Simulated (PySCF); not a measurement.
SrF2, optimised at PBE0/def2-TZVP:

```xyz
3

Sr    -0.0253    -0.1507    -0.1755
F      0.9533     0.4611    -1.9581
F     -1.3074    -1.8097     0.1610
```

Computed with PySCF (xtb for GFN2) and rigid-rotor harmonic-oscillator thermochemistry at 1 bar. All species are closed-shell singlets. Sr: scalar-relativistic def2 core potential, no spin-orbit coupling.

### Question
List the harmonic frequencies (cm⁻¹, unscaled) at this level and at the other levels, each on its own geometry.

### Answer
- PBE0/def2-TZVP: 92, 478, 480
- GFN2-xTB: 119, 339, 347
- PBE/def2-SVP: 90, 496, 514
